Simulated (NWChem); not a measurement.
System: CH4SeTe; SMILES C[Te][SeH]

NWChem input:

```
start job
memory heap 200 mb stack 900 mb global 1100 mb
geometry units angstroms noautoz
  Te     0.306721    -0.836352    -0.028444
  C     -1.787043    -1.359308    -0.009613
  H     -2.242856    -1.047385     0.937649
  H     -1.839868    -2.453527    -0.108628
  H     -2.288820    -0.883751    -0.860750
  Se     0.031197     1.673984    -0.034958
  H     -0.010667     1.847077     1.429973
end
basis spherical
  Te library def2-svp
  C library def2-svp
  H library def2-svp
  Se library def2-svp
end
ecp
  Te library def2-ecp
end
dft
  xc b3lyp
  iterations 150
end
tddft
  nroots 8
  notriplet
end
task tddft energy
```

Output (shortened):

```
             Northwest Computational Chemistry Package (NWChem) 7.3.0
             --------------------------------------------------------

 C1  symmetry detected

                             Geometry "geometry" -> ""
                             -------------------------

 Output coordinates in angstroms (scale by  1.889725989 to convert to a.u.)

  No.       Tag          Charge          X              Y              Z
 ---- ---------------- ---------- -------------- -------------- --------------
    1 Te                  52.0000     0.33395200    -0.85510808    -0.00727974
    2 C                    6.0000    -1.74305612    -1.44138222    -0.00955422
    3 H                    1.0000    -2.21883323    -1.13952236     0.93112825
    4 H                    1.0000    -1.76152427    -2.53710353    -0.10422946
    5 H                    1.0000    -2.24935400    -0.98484024    -0.86839103
    6 Se                  34.0000    -0.01753589     1.64564427    -0.02817749
    7 H                    1.0000    -0.08123594     1.82347444     1.43539872

 Effective nuclear repulsion energy (a.u.)     553.7086035903

                                 NWChem DFT Module
                                 -----------------

 Summary of "ao basis" -> "ao basis" (spherical)
 ------------------------------------------------------------------------------
       Tag                 Description            Shells   Functions and Types
 ---------------- ------------------------------  ------  ---------------------
 Te                         def2-svp                10       26   4s4p2d
 C                          def2-svp                 6       14   3s2p1d
 H                          def2-svp                 3        5   2s1p
 Se                         def2-svp                12       32   5s4p3d

            General Information
            -------------------
          SCF calculation type: DFT
          Wavefunction type:  closed shell.
          No. of atoms     :     7
          No. of electrons :    68
           Alpha electrons :    34
            Beta electrons :    34
          Charge           :     0
          Spin multiplicity:     1
          Use of symmetry is: off; symmetry adaption is: off
          Maximum number of iterations: 150
          AO basis - number of functions:    92
                     number of shells:    40
          Convergence on energy requested:  1.00D-06
          Convergence on density requested:  1.00D-05
          Convergence on gradient requested:  5.00D-04

[...]

                                NWChem TDDFT Module
                                -------------------

            General Information
            -------------------
           No. of orbitals :     184
            Alpha orbitals :      92
             Beta orbitals :      92
        Alpha frozen cores :       0
         Beta frozen cores :       0
     Alpha frozen virtuals :       0
      Beta frozen virtuals :       0
         Spin multiplicity :       1
    Number of AO functions :      92
        Use of symmetry is : off
      Symmetry adaption is : off
         Schwarz screening :  0.10D-07

              XC Information
              --------------
                  B3LYP Method XC Potential
              Hartree-Fock (Exact) Exchange   0.20
                 Slater Exchange Functional   0.80 local
             Becke 1988 Exchange Functional   0.72 non-local
       Lee-Yang-Parr Correlation Functional   0.81
           VWN I RPA Correlation Functional   0.19 local

             TDDFT Information
             -----------------
          Calculation type : TDDFT
         Wavefunction type : Restricted singlets
          No. of electrons :      68
           Alpha electrons :      34
            Beta electrons :      34
              No. of roots :       8
          Max subspacesize :    5600
            Max iterations :     100
               Target root :       1
           Target symmetry : none
      Symmetry restriction : off
                 Algorithm : Optimal
        Davidson threshold :  0.10D-03

    8 smallest eigenvalue differences (eV)
--------------------------------------------------------
  No. Spin  Occ  Vir  Irrep   E(Occ)    E(Vir)   E(Diff)
--------------------------------------------------------
    1    1   34   35 a        -0.217    -0.064     4.172
    2    1   33   35 a        -0.243    -0.064     4.873
    3    1   34   36 a        -0.217    -0.006     5.747
    4    1   34   37 a        -0.217     0.014     6.283
    5    1   33   36 a        -0.243    -0.006     6.449
    6    1   32   35 a        -0.306    -0.064     6.585
    7    1   33   37 a        -0.243     0.014     6.984
    8    1   31   35 a        -0.339    -0.064     7.502
--------------------------------------------------------

  Entering Davidson iterations
  Restricted singlet excited states

  Iter   NTrls   NConv    DeltaV     DeltaE      Time
  ----  ------  ------  ---------  ---------  ---------
    1      8       0     0.26E+00   0.10+100       22.2
    2     24       0     0.63E-01   0.30E-01       29.5
    3     40       0     0.46E-01   0.13E-01       28.6
    4     56       0     0.14E-01   0.16E-02       26.8
    5     72       2     0.47E-02   0.97E-04       25.1
    6     84       5     0.16E-02   0.79E-05       27.4
    7     90       7     0.55E-03   0.75E-06       27.3
    8     92       7     0.19E-03   0.72E-07       24.6
    9     94       8     0.87E-04   0.76E-08       21.8
  ----  ------  ------  ---------  ---------  ---------
  Convergence criterion met

  Ground state a       -2709.896581502462 a.u.

[...]
```

Level: B3LYP/def2-SVP with def2 effective core potentials on Te, full TDDFT. All runs use the structure optimised with PBE0/def2-SVP. B3LYP is NWChem's, with the RPA form of VWN correlation. def2 effective core potentials on Te; no spin-orbit coupling.
